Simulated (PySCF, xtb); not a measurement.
C3H9ClOSi. Atoms are numbered in the order given.

```xyz
15

C     -0.3265     1.9834     1.3163
C     -0.5484     0.6659     0.5739
C     -1.3155    -0.3476     1.4312
O     -1.2870     0.9929    -0.6158
Si     1.1354    -0.0411    -0.0263
Cl     0.6127    -1.5790    -1.3654
H     -1.3097     2.4209     1.5916
H      0.2000     2.7188     0.6758
H      0.2582     1.8323     2.2459
H     -0.7847    -0.5693     2.3798
H     -1.4540    -1.3059     0.8888
H     -2.3192     0.0603     1.6742
H     -1.3674     0.1652    -1.1325
H      1.9955    -0.6474     1.0491
H      1.9077     0.9896    -0.7948
```
Charge 0, spin multiplicity 1.

Coordinates come from a PBE-D3(BJ)/def2-SVP optimisation. The values are those of a single conformer.

Calculation: C-PCM-B3LYP/def2-SVP (PySCF).

The values are the electrostatic part of the solvation free energy, E(continuum) − E(gas) at the gas-phase geometry, in a cavity of scaled van der Waals radii (PySCF's table); cavitation and dispersion terms are not included. In vacuum the orbital gap is 7.25 eV. The dipole moment in vacuum is 1.60 D.

Computed values in water (ε = 78.36), N,N-dimethylformamide (ε = 37.22), cyclohexanone (ε = 15.62):
```csv
solvent,ε,ΔG(elec) (kcal/mol),dipole (D),gap (eV)
water,78.36,-3.8,2.11,7.35
"N,N-dimethylformamide",37.22,-3.7,2.10,7.35
cyclohexanone,15.62,-3.6,2.07,7.35
```

For comparison, GFN2-xTB/ALPB(water) (xtb, at the GFN2-xTB geometry, all terms of that model) gives -3.4 kcal/mol.
